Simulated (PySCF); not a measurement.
CdH6OSi2, SMILES [SiH3][O][Cd][SiH3].

Geometry: B3LYP-D3(BJ)/def2-SVP. The structure was generated by enumeration; whether it is a known compound was not checked. The def2 effective core potentials stand for the cores of Cd; spin–orbit coupling is left out. One conformer was computed; it need not be the lowest.

Two levels are set side by side: TDA-PBE/def2-SVPD (PySCF) and TDA-PBE0/def2-SVPD (PySCF). Vertical, same geometry. The lowest singlet is HOMO→LUMO 98 % with PBE and HOMO→LUMO 96 % with the other functional; states are paired by order. Differences are taken from unrounded values.

```tsv
quantity	TDA-PBE0
lowest singlet excitation (eV)	5.41
lowest triplet excitation (TDA) (eV)	5.06
first bright state (f over 0.05) (eV)	5.98
its oscillator strength	0.07
```

Task: What does TDA-PBE give, and how far is it from TDA-PBE0? (The exact figures need the calculation; the answer reports its results.)

Result: 
| quantity | TDA-PBE | TDA-PBE minus TDA-PBE0 |
|---|---|---|
| lowest singlet excitation (eV) | 4.54 | -0.87 |
| lowest triplet excitation (TDA) (eV) | 4.32 | -0.74 |
| first bright state (f over 0.05) (eV) | 5.06 | -0.92 |
| its oscillator strength | 0.08 | 0.01 |

Functionals without exact exchange tend to place singlet excitations lower, as here. Differences between two approximate levels are no errors against the true value.

Rough cost on one machine, each run with all the roots and properties that it gave: TDA-PBE0 against TDA-PBE about 2 times.
